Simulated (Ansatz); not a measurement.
Species: sum formula NbOF2 (charge 0, doublet). The spin state was set by rule; other spins were not relaxed. 
Structure (B3LYP-D3(BJ)/def2-TZVP (Ansatz, a program for electronic structure) minimum search):
```
Nb
O 1 1.6988
F 1 1.8876 2 114.23
F 1 1.8876 2 114.23 3 -160.61
```
Charge 0, spin multiplicity 2.

Basis-set convergence of Hartree-Fock and CCSD(T) correlation energies (hartree) with Ansatz. Correlated levels leave the core frozen unless marked. Open shells are spin-unrestricted. No spin-orbit coupling. Frozen are the shells of the preceding noble gas and the d and f shells that filled before the atom's block. Past Kr the def2 sets carry scalar-relativistic core potentials.

```csv
basis,functions,E(HF),"E(corr, CCSD(T))"
def2-SVP,73,-330.03495,-0.72326
def2-TZVPP,149,(withheld),(withheld)
```

Problem. Some entries are withheld; supply them.

Solution. 
- def2-TZVPP, E(HF): -330.40597
- def2-TZVPP, E(corr, CCSD(T)): -0.92946
